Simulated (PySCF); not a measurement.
Compound: C6H5O3 (doublet state).
Z-matrix (Å and degrees, GFN2-xTB geometry), rows numbered from 1:
```
C 
C   1  1.3594
C   2  1.4163  1  131.03
C   3  1.3907  2  107.20  1   179.98
C   4  1.3800  3  105.88  2    -0.00
O   5  1.3546  4  133.71  3  -179.96
C   6  1.3364  5  121.80  4    -0.09
O   7  1.1954  6  127.25  5    -0.06
O   5  1.3452  4  111.87  3     0.01
H   1  1.0718  2  120.08  3     0.02
H   1  1.0726  2  120.87  3  -179.98
H   3  1.0698  2  125.41  1     0.00
H   4  1.0702  3  128.27  2  -179.99
H   7  1.0999  6  107.52  5  -179.99
```

The hyperfine couplings belong to this conformer and change with its torsions.

The species is `[CH2]C1=CC=C(OC=O)O1` [radical].

Computed, not measured: UKS B3LYP, pcH-1 on C H O, non-relativistic, mean-field spin-orbit, GIAO (PySCF). One conformer (not necessarily the lowest) at the GFN2-xTB geometry, without solvent, vibrations or thermal averaging. Couplings are sensitive to structure, and on GFN2-xTB geometries they can be far from those on DFT ones. No stability test was run, so a lower SCF solution isn't excluded. ⟨S²⟩ is 0.776 where a pure state has 0.75.

Largest spin populations (Mulliken): C1 (+0.62), C3 (+0.40), C5 (+0.30) and C2 (-0.19). Three atoms exceed +0.15. The positive populations add up to 1.40 and the negative ones to -0.40, together 2S = 1. The angles at C1 add up to 360.0°, so it is planar.

Problem. McConnell's relation a(H) = Q·ρ ties the coupling of a proton on a planar π carbon to the spin population of that carbon. What Q do the computed values give?

Solution. 
```tsv
H	C	ρ(C)	a(H) (G)	a/ρ (G)
H10	C1	+0.621	-13.13	-21.1
H11	C1	+0.621	-13.43	-21.6
H12	C3	+0.400	-9.68	-24.2
H13	C4	-0.127	+1.88	-14.8
```

A least-squares line through the origin gives Q = -21.7 G with Mulliken populations. Where ρ is negative the coupling is positive.

Problem. Leave H10 and its like out of the fit. How well does the relation then predict its coupling?

Solution. The other protons give Q = -23.3 G, so a = -23.3 × 0.621 ≈ -14.50 G, against the computed -13.13 G.

Couplings in gauss use g_iso = 2.0027.
